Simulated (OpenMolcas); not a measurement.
V3+ with its 6 nearest chloride ions at 2.416 Å, on the Zr site of Cs2ZrCl6 (a = 10.407 Å, distance in the model lattice 2.446 Å). The rest of the host is ab initio model potentials to 7.6 Å and point charges beyond; the distance is set by hand and nothing relaxes, and no local charge compensation is placed. Ligand basis ANO-RCC-VDZP.
```
V     0.0000    0.0000    0.0000
Cl    2.4160    0.0000    0.0000
Cl    0.0000    2.4160    0.0000
Cl   -2.4160    0.0000    0.0000
Cl    0.0000   -2.4160    0.0000
Cl    0.0000    0.0000    2.4160
Cl    0.0000    0.0000   -2.4160
```

```yaml
Program: OpenMolcas 26.06
Method: "SS-CASPT2, IPEA 0.25 Eh, imaginary shift 0.1 Eh (closed shells correlated: 3s 3p and the ligand valence shells)"
Basis: ANO-RCC-VTZP [6s5p3d2f1g]
Scalar_Hamiltonian: DKH2, point nucleus
Active_space: 2 electrons in 5 orbitals (3d)
State_averaging: 2S+1 = 3 even, 10 roots; 2S+1 = 1 even, 15 roots
Spin-orbit_coupling: RASSI with atomic mean-field integrals over the reference wave functions
```

What is the spin-free ground state (labels of O, the rotations of Oh)?

3T1, 3-fold in its orbital part; it has the highest spin that d2 allows.

Where is the first state of the same spin?

3T2 at 13100 cm-1 above the ground state.

What are the lowest two levels with spin-orbit coupling?

A 2-fold level E, then a 3-fold level T2 5 cm-1 above it. Their leading multiplicities are 3 (100 %) and 3 (100 %).

What is χT at 300 K, and how does it compare with the textbook value?

The lowest level has 2S+1 = 3, for which the spin-only value is χT = S(S+1) / 2 = 1.000 cm3 K/mol (g = 2). The computed 0.907 at 300 K differs by -0.093, through orbital momentum, spin-orbit coupling and any other state in reach. With a threefold ground state the orbital momentum is unquenched, so the spin-only value is not expected to hold.

Which ligand-field parameters describe the states?

A least-squares ligand-field fit to the states below 45000 cm-1, each weighted by its degeneracy and with a free common offset, gives 10Dq = 14262 cm-1, B = 712 cm-1 and C = 2267 cm-1 (C/B = 3.18), with an rms deviation of 254 cm-1. The same method and metal basis give the free ion B = 978 cm-1 (fit to its terms below 60000 cm-1, rms deviation 640 cm-1), so the nephelauxetic ratio is β = 712 / 978 = 0.73; it hangs on how both fits weigh the states, and computed free-ion B values tend to be too large, so β mixes covalency with correlation.

Roots that are degenerate in the reference are averaged as groups; the widest CASPT2 spread within a group is 280 cm-1 (the 3-fold group of multiplicity 1 near 23300 cm-1 above the lowest state of its run). Shifts and gaps below about the spread of the groups concerned are not significant. Over all roots computed the reference weight is 0.67 to 0.68; a low but even weight reflects the number of correlated electrons. An orbital triplet at a regular site is open to Jahn-Teller coupling, which can distort the site and quench the lowest spin-orbit gaps and is left out. Ligand-to-metal charge-transfer states are missing. With no ligand orbital active B as a rule stays too high, so bands that hang on it stand too high and its fall with covalency is understated. With one d shell and no ligand orbital active, 10Dq can be off by a tenth or more. No measured value stands beside these numbers; the geometry was set by hand and not optimised.
